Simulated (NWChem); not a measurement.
Atomisation of CHO2

```xyz
4

O     -0.1396     1.1628     0.0000
C      0.2134     0.0179     0.0000
O     -0.1921    -1.1550     0.0000
H      1.3726    -0.1705     0.0000
```
Charge 0, spin multiplicity 2.

Program: NWChem. All single points use one geometry, from UPBE0/def2-SVP, a minimum by its harmonic frequencies.

Basis set: def2-TZVP. The atomisation energy is electronic alone: no zero-point, thermal, spin-orbit or counterpoise terms. No value is extrapolated to the basis-set limit. Free atoms are single determinants with multiplicities O 3, C 3, H 2.

B3LYP has NWChem's definition, with VWN1-RPA local correlation. The structure started from a generated list of species. The unpaired electrons of the parent sit in orbitals of symmetry a' (Cs labels of the run); other states weren't searched. The stability of the SCF solutions was not checked.

One of these methods gave an atomisation energy of 478.1 kcal/mol. Which?
A. PBE
B. B3LYP
C. PBE0
D. LDA (SVWN5)

D, LDA (SVWN5). The others give 414.7 (PBE), 383.2 (B3LYP), 385.3 (PBE0).
